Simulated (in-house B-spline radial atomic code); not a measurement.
RPA and G0W0 for the tantalum ion Ta⁵⁺, [Xe] 4f14, as one setting changes: the share of exact exchange in the PBE hybrid start. A dash marks a level of low quasi-particle weight. Computed with a B-spline radial code for spherical atoms: all electrons, scalar-relativistic (spin-free one-electron X2C), finite nucleus, each spin shell either full or empty, empty states to l = 9 with an (l + 1/2)⁻⁴ tail; G0W0 by contour deformation at full frequency.

Without the two-electron picture change, the correlation of inner shells comes somewhat too large for so heavy an element.

| share of exact exchange in the PBE hybrid start | mean-field level (eV) | G0W0 level (eV) | RPA correlation (Eh) |
| --- | --- | --- | --- |
| 0 | -82.27 | 4f -95.12 | -6.3413 |
| 0.1 | -83.97 | 4f -95.12 | -6.2925 |
| 0.2 | -85.68 | 4f -95.11 | -6.2451 |
| 0.3 | -87.40 | 4f -95.08 | -6.1989 |
| 0.4 | -89.13 | 4f -95.03 | -6.1541 |
| 0.5 | -90.87 | 4f -94.97 | -6.1103 |
| 0.6 | -92.63 | 4f -94.90 | -6.0677 |
| 0.7 | -94.39 | 4f -94.82 | -6.026 |
| 0.8 | ? | ? | ? |
| 0.9 | ? | ? | ? |
| 1 | -99.75 | 4f -94.54 | -5.9068 |

(1) What belongs in the row for 0.9?

(2) What belongs in the row for 0.8?

(3) At what share of exact exchange does G0W0 leave the highest level unchanged?

Results:

(1) mean-field level (eV): -97.95; G0W0 level (eV): 4f -94.64; RPA correlation (Eh): -5.9456.

(2) mean-field level (eV): -96.17; G0W0 level (eV): 4f -94.74; RPA correlation (Eh): -5.9854.

(3) Near 0.72, where the shift changes sign (-0.432 eV at 0.7, +1.429 eV at 0.8).
